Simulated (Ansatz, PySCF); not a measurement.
System: SnF3, charge 1, multiplicity 1. 
Coordinates optimised at B3LYP-D3(BJ)/def2-TZVP (Ansatz, a quantum-chemistry and plane-wave program):
```
Sn
F 1 1.8515
F 1 1.8515 2 120.00
F 1 1.8515 2 120.00 3 -180.00
```
Charge +1, spin multiplicity 1.

Total electronic energies in hartree. Valence correlation only, unless marked. Spin-orbit coupling is left out. The frozen core is the preceding noble-gas configuration, with the filled d and f shells of earlier blocks. Past Kr the def2 sets carry scalar-relativistic core potentials. STO-3G rows are all-electron and non-relativistic. Basis-set limits of correlation are two-point, X^-3; Hartree-Fock from the larger set. The bracket is a focal-point correction in the basis named.

```csv
level,program,energy (Eh)
HF-D3(BJ)/def2-TZVPD,PySCF + dftd3,-511.53610
BLYP-D4/def2-TZVPD,Ansatz + dftd4,-513.61703
r2SCAN-D3(BJ)/def2-TZVPD,Ansatz + dftd3,-513.63040
r2SCAN-D4/def2-TZVPD,Ansatz + dftd4,-513.63041
B3LYP-D3(BJ)/def2-TZVPD,Ansatz + dftd3,[?]
PBE0/STO-3G,Ansatz,-6259.77306
PBE0-D3(BJ)/def2-TZVPD,Ansatz + dftd3,-513.38741
PBE0/def2-TZVPD,Ansatz,-513.38584
r2SCAN0/def2-TZVPD,Ansatz,-513.54800
HSE06-D3(BJ)/def2-TZVPD,Ansatz + dftd3,[?]
CAM-B3LYP-D3(BJ)/def2-TZVPD,Ansatz + dftd3,-513.58277
CAM-B3LYP-D4/def2-TZVPD,Ansatz + dftd4,-513.58304
LC-wPBE/def2-TZVPD,Ansatz,-513.53660
B2GP-PLYP-D4/def2-TZVPD,Ansatz + dftd4,-513.13013
RPA@PBE/def2-QZVPP,Ansatz,-512.85984
SCS-MP2/def2-TZVPP,Ansatz,-512.34137
SCS-MP2/def2-TZVPPD,Ansatz,-512.35043
CCSD/STO-3G,Ansatz,-6257.32201
CCSD/def2-TZVPP,Ansatz,-512.35617
CCSD/def2-TZVPPD,Ansatz,-512.36521
CCSD(T)/STO-3G,Ansatz,-6257.33812
CCSD(T)/def2-SVPD,Ansatz,-511.82073
"RI-MP2/CBS(def2-TZVPPD,def2-QZVPPD)+[CCSD(T)-MP2]/def2-TZVPPD",Ansatz,-512.5400
```

Question: Complete the blanks.

Answer: 
- B3LYP-D3(BJ)/def2-TZVPD, energy (Eh): -513.73706
- HSE06-D3(BJ)/def2-TZVPD, energy (Eh): -513.37455
